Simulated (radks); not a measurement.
Results of a calculation; reference values are marked as such.
Initial-state core-level shifts of the tungsten ion W2+ when its valence configuration changes from [Xe] 4f14 5d4. Code: a radial shooting solver on a logarithmic mesh with Libxc functionals. Model: Dirac Kohn-Sham, PBE, spin-unpolarised, spherical densities, point nucleus; open shells are shared between the two j in proportion to 2j + 1. Shifts are changes of the shell-averaged eigenvalues in eV (positive: less bound).

valence                    3s       4d       5s       5p
4f14 5d3 6p1           -4.565   -4.571   -4.448   -4.204
4f13 5d4 6p1          -16.848  -14.968   -8.959   -7.707
4f13.5 5d4 6s0.5       -7.524   -6.637   -3.719   -3.111
4f12.5 5d4 6s1.5      -23.634  -20.654  -11.425   -9.569
4f12.5 5d4 6s0.5 6p1  -25.075  -22.094  -12.849  -10.967
4f14 5d3 6s1           -3.121   -3.126   -3.016   -2.801
4f13.5 5d4 6p0.5       -8.245   -7.358   -4.436   -3.816
4f13 5d4 6s1          -15.409  -13.529   -7.532   -6.304
4f13 5d3 6s2          -18.947  -17.049  -10.843   -9.368
